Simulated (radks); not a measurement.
Species: Tb4+. Configuration: [Xe] 4f7. Method: scalar-relativistic Kohn-Sham, PBEsol, spin-polarised, spherical densities, finite nucleus; open shells are filled with parallel spins first (spin-orbit coupling, left out, can overturn this in heavy ions); Fermi nuclear charge, rms radius 5.06 fm; computed with a radial shooting solver on a logarithmic mesh with Libxc functionals. Some entries of the table are withheld. Estimate them.

orbital,occ.,eigenvalue (eV),<r^2> (bohr^2)
1s down,1,-51882.50,0.0006320
1s up,1,-51882.50,0.0006320
2s up,1,-8645.688,0.009896
2s down,1,-8645.603,0.009895
2p up,3,-7690.065,0.007991
2p down,3,-7690.004,0.007990
3s up,1,-1961.661,0.06560
3s down,1,-1958.641,0.06547
3p up,3,-1666.893,0.06583
3p down,3,-1663.889,0.06567
3d up,5,-1281.959,0.05521
3d down,5,-1279.646,0.05503
4s up,1,-433.9933,0.3293
4s down,1,-427.3812,0.3295
4p up,3,-336.5734,0.3713
4p down,3,-330.0413,0.3719
4d up,5,(1),(2)
4d down,5,(3),(4)
5s up,1,-94.4576,1.781
5s down,1,-91.3597,1.837
5p up,3,(5),2.320
5p down,3,(6),2.407
4f up,7,-56.5890,0.7482
4f down,0,-50.7276,0.8111

Answer. 
(1) 4d up eigenvalue (eV): -202.7329
(2) 4d up <r^2> (bohr^2): 0.4426
(3) 4d down eigenvalue (eV): -196.3112
(4) 4d down <r^2> (bohr^2): 0.4450
(5) 5p up eigenvalue (eV): -69.2471
(6) 5p down eigenvalue (eV): -66.9511
